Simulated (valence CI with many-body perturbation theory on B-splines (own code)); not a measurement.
**Cl III: calculation against measured levels**

Computed by relativistic CI+MBPT: five valence electrons over a frozen Dirac-Fock core [Ne], a basis of 11 s, 11 p, 10 d, 8 f, 5 g, 2 h functions for each j, with the one-electron correlation potential Σ1, the two-electron term Σ2, the three-electron term Σ3, Breit, model QED; selected CI, second order for the rest, scaled by the run's own slope (own B-spline code, finite nucleus).

Against 47 measured levels this calculation errs by 70 cm⁻¹ on average and by 273 at most. These come from a selection out of Moore, Atomic Energy Levels, vol. I, NSRDS-NBS 35 (1971 reprint of NBS Circular 467, 1949), an old analysis. Levels without a partner in it may be off by more. Among the levels kept, up to 3400 cm⁻¹ of a level comes from second order outside the variational space, and about a tenth of that is noise between levels of different J, which matters for small intervals.

Measured levels: Moore, Atomic Energy Levels, vol. I, NSRDS-NBS 35 (1971 reprint of NBS Circular 467, 1949). Pairs share parity and J, and are chosen by configuration, term and nearness in energy; levels without a clear partner are left out. The analysis is old, and some levels have since been revised. Energies in cm⁻¹ above the measured ground level.

Names give the largest LS component (configuration and term), which can be under half, so a name can repeat, a term be missing and a line seem to break the LS rules; names also repeat where a configuration has a term twice. Letters in brackets count levels of one name in rising energy.

```csv
Computed label,Label in the source,Measured,Computed,Difference
3s2 3p3 4S°_3/2,3s2 3p3 4S°,0,0.0,0
3s2 3p3 2D°_3/2,3s2 3p3 2D°,18053,18229.2,+176
3s2 3p3 2D°_5/2,3s2 3p3 2D°,18120,18281.6,+162
3s2 3p3 2P°_1/2,3s2 3p3 2P°,29812,30073.1,+261
3s2 3p3 2P°_3/2,3s2 3p3 2P°,29907,30169.8,+263
3s 3p4 4P_5/2,3s 3p4 4P,98520,98419.3,-101
3s 3p4 4P_3/2,3s 3p4 4P,99130,99041.9,-88
3s 3p4 4P_1/2,3s 3p4 4P,99475,99369.5,-105
3s2 3p2 4s 4P_1/2,3s2 3p2(3P) 4s 4P,173736,173741.7,+6
3s2 3p2 4s 4P_3/2,3s2 3p2(3P) 4s 4P,174093.8,174118.2,+24
3s2 3p2 4s 4P_5/2,3s2 3p2(3P) 4s 4P,174613.9,174604.3,-10
3s2 3p2 4s 2P_1/2,3s2 3p2(3P) 4s 2P,178369.7,178409.9,+40
3s2 3p2 4s 2P_3/2,3s2 3p2(3P) 4s 2P,179076.1,179129.3,+53
3s2 3p2 4s 2D_5/2,3s2 3p2(1D) 4s 2D,188390.1,188503.2,+113
3s2 3p2 4s 2D_3/2,3s2 3p2(1D) 4s 2D,188448.1,188604.3,+156
3s2 3p2 4p 4D°_1/2,3s2 3p2(3P) 4p 4D°,201073.4,201036.4,-37
3s2 3p2 4p 4D°_3/2,3s2 3p2(3P) 4p 4D°,201332,201326.0,-6
3s2 3p2 4p 4D°_5/2,3s2 3p2(3P) 4p 4D°,201765.1,201739.2,-26
3s2 3p2 4p 4D°_7/2,3s2 3p2(3P) 4p 4D°,202367.6,202326.7,-41
3s2 3p2 4p 4P°_1/2,3s2 3p2(3P) 4p 4P°,204021.6,203990.8,-31
3s2 3p2 4p 4P°_3/2,3s2 3p2(3P) 4p 4P°,204124,204112.0,-12
3s2 3p2 4p 4P°_5/2,3s2 3p2(3P) 4p 4P°,204541.2,204520.7,-20
3s2 3p2 4p 2D°_3/2 [a],3s2 3p2(3P) 4p 2D°,205037.3,205053.2,+16
3s2 3p2 4p 4S°_3/2,3s2 3p2(3P) 4p 4S°,205938.5,205864.1,-74
3s2 3p2 4p 2D°_5/2 [a],3s2 3p2(3P) 4p 2D°,205946.9,205945.8,-1
3s2 3p2 4p 2P°_1/2 [a],3s2 3p2(3P) 4p 2P°,209042.1,209056.8,+15
3s2 3p2 4p 2P°_3/2 [a],3s2 3p2(3P) 4p 2P°,209182.8,209219.1,+36
3s2 3p2 4p 2F°_5/2,3s2 3p2(1D) 4p 2F°,216524.6,216641.0,+116
3s2 3p2 4p 2F°_7/2,3s2 3p2(1D) 4p 2F°,216710.4,216787.8,+77
3s2 3p2 4p 2D°_5/2 [b],3s2 3p2(1D) 4p 2D°,217850.2,217892.5,+42
3s2 3p2 4p 2D°_3/2 [b],3s2 3p2(1D) 4p 2D°,217913.1,217980.5,+67
3s2 3p2 4p 2P°_1/2 [b],3s2 3p2(1D) 4p 2P°,221862.9,221951.4,+88
3s2 3p2 4p 2P°_3/2 [b],3s2 3p2(1D) 4p 2P°,222100.7,222192.2,+92
3s2 3p2 4d 4F_3/2,3s2 3p2(3P) 4d 4F,239506.3,239513.3,+7
3s2 3p2 4d 4F_5/2,3s2 3p2(3P) 4d 4F,239729.9,239687.6,-42
3s2 3p2 4d 4F_7/2,3s2 3p2(3P) 4d 4F,240075.2,240033.4,-42
3s2 3p2 4d 4F_9/2,3s2 3p2(3P) 4d 4F,240568.4,240501.4,-67
3s2 3p2 4d 4D_1/2,3s2 3p2(3P) 4d 4D,241559.4,241532.4,-27
3s2 3p2 4d 4D_3/2,3s2 3p2(3P) 4d 4D,241572.4,241567.6,-5
3s2 3p2 4d 4D_5/2,3s2 3p2(3P) 4d 4D,241685.1,241630.4,-55
3s2 3p2 4d 4D_7/2,3s2 3p2(3P) 4d 4D,242046.2,241991.0,-55
3s2 3p2 4d 4P_5/2,3s2 3p2(3P) 4d 4P,242822.8,242780.9,-42
3s2 3p2 4d 4P_3/2,3s2 3p2(3P) 4d 4P,243080.7,243084.9,+4
3s2 3p2 4d 4P_1/2,3s2 3p2(3P) 4d 4P,243207.2,243203.4,-4
3s2 3p2 4d 2F_5/2,3s2 3p2(3P) 4d 2F,243828.4,243858.7,+30
3s2 3p2 4d 2F_7/2,3s2 3p2(3P) 4d 2F,244684.9,244715.9,+31
3s2 3p2 5s 4P_1/2,3s2 3p2(3P) 5s 4P,244951.5,244693.2,-258
3s2 3p2 5s 4P_3/2,3s2 3p2(3P) 5s 4P,245392.4,245119.2,-273
```

Over 47 excited levels the mean absolute difference is 70 cm⁻¹, the median 42 and the largest 273. The comparison draws on a selection of the measured levels: 48 of the 103 computed ones have a partner in it, and others may be off by more.
